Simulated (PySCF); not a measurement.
CH4ClFOSi (SMILES C[Si](O)(F)Cl), singlet, geometry from GFN2-xTB; CASSCF(6,5)/6-31G (PySCF).

Input for PySCF:
```python
from pyscf import gto, scf, mcscf
import numpy

mol = gto.M(
    atom='''
C     1.81735461   -0.21866015   -0.83844100
Si    0.02387902   -0.03582524   -0.30013472
O    -0.80361666   -1.27148829   -0.92179333
F    -0.60863701    1.31479787   -0.92437027
Cl   -0.24383575    0.13431794    1.68462948
H     2.26238760   -1.12210451   -0.43402277
H     2.41651681    0.62433788   -0.50661122
H     1.88658865   -0.27153849   -1.92037907
H    -1.75205276   -1.36186000   -0.85147704
''',
    basis='6-31g',
    verbose=4,
)

mf = scf.RHF(mol)
mf.kernel()
mc = mcscf.CASSCF(mf, 5, 6)
mc.fix_spin_(ss=0.0)
mc.kernel()
occ = numpy.linalg.eigvalsh(mc.fcisolver.make_rdm1(mc.ci, mc.ncas, mc.nelecas))[::-1]
ss = mc.fcisolver.spin_square(mc.ci, mc.ncas, mc.nelecas)[0]
print('natural occupations', occ.round(4), ' <S^2>', round(ss, 4))
```

What the program printed (banner, timings and long lists left out):

```
PySCF version 2.14.0

[INPUT] verbose = 4
[INPUT] num. atoms = 9
[INPUT] num. electrons = 58
[INPUT] charge = 0
[INPUT] spin (= nelec alpha-beta = 2S) = 0
[INPUT] symmetry False subgroup None
[INPUT] Mole.unit = angstrom
[INPUT] Symbol           X                Y                Z      unit          X                Y                Z       unit  Magmom
[...]
nuclear repulsion = 313.660761261142
number of shells = 37
number of NR pGTOs = 174
number of NR cGTOs = 61
basis = 6-31g
ecp = {}

******** <class 'pyscf.scf.hf.RHF'> ********
method = RHF
initial guess = minao
damping factor = 0
level_shift factor = 0
DIIS = <class 'pyscf.scf.diis.CDIIS'>
diis_start_cycle = 1
diis_space = 8
diis_damp = 0
SCF conv_tol = 1e-09
SCF conv_tol_grad = None
SCF max_cycles = 50
direct_scf = True
direct_scf_tol = 1e-13
Set gradient conv threshold to 3.16228e-05
Initial guess from minao.
init E= -963.538195928048
[...]
cycle= 1 E= -962.821339011816  delta_E= 0.717  |g|= 0.618  |ddm|= 2.58
[...]
cycle= 2 E= -962.890659416585  delta_E= -0.0693  |g|= 0.348  |ddm|= 0.909
[...]
cycle= 3 E= -962.911313614251  delta_E= -0.0207  |g|= 0.0393  |ddm|= 0.249
[...]
cycle= 4 E= -962.911868578376  delta_E= -0.000555  |g|= 0.00814  |ddm|= 0.0657
[...]
cycle= 5 E= -962.911899386579  delta_E= -3.08e-05  |g|= 0.00224  |ddm|= 0.017
[...]
cycle= 6 E= -962.911902045626  delta_E= -2.66e-06  |g|= 0.000694  |ddm|= 0.00505
[...]
cycle= 7 E= -962.911902255787  delta_E= -2.1e-07  |g|= 0.000281  |ddm|= 0.00128
[...]
cycle= 8 E= -962.911902280557  delta_E= -2.48e-08  |g|= 5.83e-05  |ddm|= 0.000393
[...]
cycle= 9 E= -962.911902282536  delta_E= -1.98e-09  |g|= 1.33e-05  |ddm|= 0.000136
[...]
cycle= 10 E= -962.911902282614  delta_E= -7.82e-11  |g|= 4.29e-06  |ddm|= 2.47e-05
[...]
Extra cycle  E= -962.911902282618  delta_E= -3.87e-12  |g|= 1.77e-06  |ddm|= 6.43e-06
converged SCF energy = -962.911902282618

******** <class 'pyscf.mcscf.mc1step.CASSCF'> ********
CAS (3e+3e, 5o), ncore = 26, nvir = 30
max_cycle_macro = 50
max_cycle_micro = 4
conv_tol = 1e-07
conv_tol_grad = None
orbital rotation max_stepsize = 0.02
orbital rotation threshold for CI restart = 0.01
augmented hessian ah_max_cycle = 30
augmented hessian ah_conv_tol = 1e-12
augmented hessian ah_linear dependence = 1e-14
augmented hessian ah_level shift = 1e-08
augmented hessian ah_start_tol = 2.5
augmented hessian ah_start_cycle = 3
augmented hessian ah_grad_trust_region = 3
kf_trust_region = 3
kf_interval = 4
ci_response_space = 4
ci_grad_trust_region = 3
with_dep4 0
natorb = False
canonicalization = True
sorting_mo_energy = False
ao2mo_level = 2
internal_rotation = False
******** <class 'pyscf.fci.addons.SpinPenaltyFCISolver'> ********
max. cycles = 50
conv_tol = 1e-08
davidson only = True
linear dependence = 1e-12
level shift = 0.001
max iter space = 12
nroots = 1
pspace_size = 400
spin = None
CASCI E = -962.912913562174  S^2 = 0.0000000
Set conv_tol_grad to 0.000316228
macro iter   1 (  7 JK    2 micro), CASSCF E = -962.914149090667  dE = -1.23552849e-03  S^2 = 0.0000000
               |grad[o]|=0.00374  |grad[c]|=0.00516  |ddm|=0.0169  |maxRot[o]|=0.0697
macro iter   2 (  7 JK    2 micro), CASSCF E = -962.916089818829  dE = -1.94072816e-03  S^2 = 0.0000000
               |grad[o]|=0.0061  |grad[c]|=0.00263  |ddm|=0.0247  |maxRot[o]|=0.0699
macro iter   3 ( 21 JK    4 micro), CASSCF E = -962.922631640096  dE = -6.54182127e-03  S^2 = 0.0000000
               |grad[o]|=0.00869  |grad[c]|=0.0234  |ddm|=0.0369  |maxRot[o]|=  0.3
macro iter   4 ( 17 JK    4 micro), CASSCF E = -962.928699012515  dE = -6.06737242e-03  S^2 = 0.0000000
               |grad[o]|=0.0112  |grad[c]|=0.0679  |ddm|=0.0129  |maxRot[o]|=0.201
macro iter   5 ( 21 JK    4 micro), CASSCF E = -962.930169911060  dE = -1.47089854e-03  S^2 = 0.0000000
               |grad[o]|=0.00842  |grad[c]|=0.00775  |ddm|=0.00303  |maxRot[o]|=0.129
macro iter   6 ( 17 JK    4 micro), CASSCF E = -962.930377137022  dE = -2.07225962e-04  S^2 = 0.0000000
               |grad[o]|=0.00501  |grad[c]|=0.022  |ddm|=0.00203  |maxRot[o]|=0.128
macro iter   7 (  7 JK    2 micro), CASSCF E = -962.930441786058  dE = -6.46490365e-05  S^2 = 0.0000000
               |grad[o]|=0.00524  |grad[c]|=0.0101  |ddm|=0.00115  |maxRot[o]|=0.0698
macro iter   8 (  7 JK    2 micro), CASSCF E = -962.930490785191  dE = -4.89991330e-05  S^2 = 0.0000000
               |grad[o]|=0.0037  |grad[c]|=0.00331  |ddm|=0.00109  |maxRot[o]|=0.0698
macro iter   9 (  7 JK    2 micro), CASSCF E = -962.930567173811  dE = -7.63886203e-05  S^2 = 0.0000000
               |grad[o]|=0.00264  |grad[c]|=0.00716  |ddm|=0.00116  |maxRot[o]|=0.0568
macro iter  10 (  7 JK    2 micro), CASSCF E = -962.930645283730  dE = -7.81099184e-05  S^2 = 0.0000000
               |grad[o]|=0.00212  |grad[c]|=0.0118  |ddm|=0.00257  |maxRot[o]|=0.0697
macro iter  11 (  7 JK    2 micro), CASSCF E = -962.930746811191  dE = -1.01527461e-04  S^2 = 0.0000000
               |grad[o]|=0.002  |grad[c]|=0.013  |ddm|=0.00273  |maxRot[o]|=0.0698
macro iter  12 (  7 JK    2 micro), CASSCF E = -962.930868569659  dE = -1.21758468e-04  S^2 = 0.0000000
               |grad[o]|=0.00188  |grad[c]|=0.0149  |ddm|=0.00287  |maxRot[o]|=0.0697
macro iter  13 (  7 JK    2 micro), CASSCF E = -962.931005475668  dE = -1.36906009e-04  S^2 = 0.0000000
               |grad[o]|=0.00176  |grad[c]|=0.0159  |ddm|=0.00249  |maxRot[o]|=0.0697
macro iter  14 (  7 JK    2 micro), CASSCF E = -962.931146883343  dE = -1.41407675e-04  S^2 = 0.0000000
               |grad[o]|=0.00164  |grad[c]|=0.0157  |ddm|=0.00203  |maxRot[o]|=0.0697
macro iter  15 (  7 JK    2 micro), CASSCF E = -962.931278400094  dE = -1.31516751e-04  S^2 = 0.0000000
               |grad[o]|=0.0015  |grad[c]|=0.0143  |ddm|=0.00145  |maxRot[o]|=0.0697
macro iter  16 (  7 JK    2 micro), CASSCF E = -962.931384662350  dE = -1.06262257e-04  S^2 = 0.0000000
               |grad[o]|=0.00131  |grad[c]|=0.0121  |ddm|=0.000974  |maxRot[o]|=0.0697
macro iter  17 (  7 JK    2 micro), CASSCF E = -962.931450974317  dE = -6.63119666e-05  S^2 = 0.0000000
               |grad[o]|=0.00101  |grad[c]|=0.00968  |ddm|=0.00101  |maxRot[o]|=0.0697
macro iter  18 (  7 JK    2 micro), CASSCF E = -962.931474123950  dE = -2.31496329e-05  S^2 = 0.0000000
               |grad[o]|=0.000598  |grad[c]|=0.00933  |ddm|=0.00405  |maxRot[o]|=0.0698
macro iter  19 (  7 JK    2 micro), CASSCF E = -962.931482865192  dE = -8.74124260e-06  S^2 = 0.0000000
               |grad[o]|=0.000579  |grad[c]|=0.0128  |ddm|=0.00981  |maxRot[o]|=0.0698
macro iter  20 (  7 JK    2 micro), CASSCF E = -962.931489471358  dE = -6.60616524e-06  S^2 = 0.0000000
               |grad[o]|=0.000312  |grad[c]|=0.00854  |ddm|=0.00674  |maxRot[o]|=0.0699
macro iter  21 (  7 JK    2 micro), CASSCF E = -962.931493645809  dE = -4.17445187e-06  S^2 = 0.0000000
               |grad[o]|=0.000242  |grad[c]|=0.00837  |ddm|=0.00651  |maxRot[o]|=0.0699
macro iter  22 (  7 JK    2 micro), CASSCF E = -962.931494440729  dE = -7.94919742e-07  S^2 = 0.0000000
               |grad[o]|=0.000147  |grad[c]|=0.00217  |ddm|=0.00157  |maxRot[o]|=0.036
macro iter  23 (  6 JK    1 micro), CASSCF E = -962.931494507405  dE = -6.66758524e-08  S^2 = 0.0000000
               |grad[o]|=8.83e-05  |grad[c]|=0.000176  |ddm|=5.03e-05  |maxRot[o]|=0.00529
1-step CASSCF converged in  23 macro (208 JK  53 micro) steps
CASSCF canonicalization
Density matrix diagonal elements [1.98950354 1.9930592  1.99246074 0.01415721 0.0108193 ]
CASSCF energy = -962.931494507405
CASCI E = -962.931494507405  E(CI) = -10.7407743312715  S^2 = 0.0000000
natural occupations [1.9991 1.9913 1.985  0.0159 0.0087]  <S^2> 0.0
```
